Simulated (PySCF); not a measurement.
Si(All)2(H)(OH), SMILES C=CC[SiH](O)CC=C (C₆H₁₂OSi), singlet (GFN2-xTB optimised geometry):

```
20

Si     0.632    -0.231     0.000
O      0.317     1.364     0.000
C     -0.110    -1.095     1.539
C      0.314    -0.400     2.784
C     -0.468     0.369     3.520
C     -0.075    -1.062    -1.579
C     -1.559    -0.965    -1.616
C     -2.236    -0.036    -2.269
H      2.091    -0.231     0.000
H     -0.572     1.704    -0.065
H     -1.200    -1.102     1.478
H      0.224    -2.133     1.572
H      1.352    -0.533     3.057
H     -0.111     0.872     4.402
H     -1.506     0.524     3.272
H      0.350    -0.555    -2.444
H      0.229    -2.106    -1.623
H     -2.091    -1.704    -1.028
H     -1.736     0.711    -2.864
H     -3.312     0.010    -2.252
```

Computed with CAM-B3LYP/def2-SVP (PySCF).

Task: What are the frontier orbital energies and the dipole moment?

Result: HOMO-2 -10.12 eV, HOMO-1 -8.57 eV, HOMO -8.08 eV, LUMO 1.51 eV, LUMO+1 1.87 eV; dipole moment 1.40 D.

Meta-Löwdin charges at CAM-B3LYP/def2-SVP: Si1 1.01, O2 -0.71, C3 -0.43, C4 -0.07, C5 -0.25, C6 -0.43, C7 -0.07, C8 -0.26, H9 -0.13, H10 0.33, H11 0.10, H12 0.11, H13 0.10, H14 0.10, H15 0.09, H16 0.11, H17 0.11, H18 0.09, H19 0.10, H20 0.10.
